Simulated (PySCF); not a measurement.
BFO, SMILES O=BF.

The structure is a stationary point at PBE-D3(BJ)/def2-TZVP.

All values below come from PySCF with TDA-CAM-B3LYP/def2-TZVPD.

Vertical excitations; the highest root listed may be one member of a degenerate set.  State labels are in the subgroup C2v.

Computed UV-visible absorptions:
| state | symmetry | energy (eV) | λ (nm) | f | main pairs |
|---|---|---|---|---|---|
| S1 | B1 | 7.85 | 158 | 0.053 | HOMO−1→LUMO (degenerate set) |
| S2 | B2 | 7.85 | 158 | 0.053 | HOMO→LUMO (degenerate set) |
| S3 | A2 | 8.90 | 139 | 0.000 | HOMO−1→LUMO+2 36 %, HOMO→LUMO+1 36 %, HOMO−1→LUMO+6 10 %, HOMO→LUMO+5 10 % |
| S4 | A1 | 9.13 | 136 | 0.000 | HOMO−1→LUMO+1, HOMO→LUMO+2, HOMO→LUMO+6, HOMO−1→LUMO+5 (degenerate set) |
| S5 | A2 | 9.13 | 136 | 0.000 | HOMO→LUMO+1, HOMO−1→LUMO+2, HOMO−1→LUMO+6, HOMO→LUMO+5 (degenerate set) |
| S6 | A1 | 9.81 | 126 | 0.011 | HOMO−2→LUMO 84 % |
| S7 | B2 | 10.80 | 115 | 0.027 | HOMO→LUMO+3, HOMO→LUMO+4 (degenerate set) |
| S8 | B1 | 10.80 | 115 | 0.027 | HOMO−1→LUMO+3, HOMO−1→LUMO+4 (degenerate set) |
| S9 | A1 | 11.25 | 110 | 0.000 | HOMO→LUMO+6, HOMO−1→LUMO+5, HOMO→LUMO+2, HOMO−1→LUMO+1 (degenerate set) |
| S10 | A2 | 11.25 | 110 | 0.000 | HOMO−1→LUMO+6, HOMO→LUMO+5, HOMO−1→LUMO+2, HOMO→LUMO+1 (degenerate set) |
| T1 | B1 | 7.38 | 168 | 0 | HOMO−1→LUMO (degenerate set) |
| T2 | B2 | 7.38 | 168 | 0 | HOMO→LUMO (degenerate set) |
| T3 | A1 | 7.80 | 159 | 0 | HOMO−1→LUMO+1 32 %, HOMO→LUMO+2 32 %, HOMO→LUMO+6 11 %, HOMO−1→LUMO+5 11 % |
| T4 | A1 | 8.27 | 150 | 0 | HOMO−1→LUMO+1 34 %, HOMO→LUMO+2 34 %, HOMO→LUMO+6 10 %, HOMO−1→LUMO+5 10 % |
Triplets are in the Tamm–Dancoff approximation.
